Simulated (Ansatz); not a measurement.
One change: `[SiH3][O][GaH][SH]` becomes `C[O][GaH][SH]`.

Ansatz, PBE0-D4/def2-TZVP geometries, multiplicity 1. Each molecule was computed in one conformer, which needn't be the lowest.

Scalar relativity is left out up to krypton.

| property | `[SiH3][O][GaH][SH]` |
| --- | --- |
| HOMO energy (ωB97M-V/def2-TZVPP) / eV | -10.08 |
| size of the dipole moment (ωB97M-V/def2-TZVPP) / D | 0.45 |
| size of the dipole moment (B3LYP/def2-TZVPP) / D | 0.37 |
| HOMO energy (PBE0/def2-TZVPP) / eV | -7.88 |
| zero-point energy (PBE0-D4/def2-TZVP) / kJ/mol | 120.5 |
| HOMO energy (PBE/def2-TZVPP) / eV | -6.66 |

Give the same properties after the change, and the shifts. (Estimate.)

Ansatz gave: 
| property | `C[O][GaH][SH]` | shift |
| --- | --- | --- |
| HOMO energy (ωB97M-V/def2-TZVPP) / eV | -9.93 | 0.15 |
| size of the dipole moment (ωB97M-V/def2-TZVPP) / D | 0.68 | 0.23 |
| size of the dipole moment (B3LYP/def2-TZVPP) / D | 0.74 | 0.37 |
| HOMO energy (PBE0/def2-TZVPP) / eV | -7.71 | 0.17 |
| zero-point energy (PBE0-D4/def2-TZVP) / kJ/mol | 152.5 | 32.0 |
| HOMO energy (PBE/def2-TZVPP) / eV | -6.38 | 0.28 |

Dipoles are sizes alone; their direction can turn.

B3LYP here is the variant with VWN-RPA as its local correlation; programs differ in this.
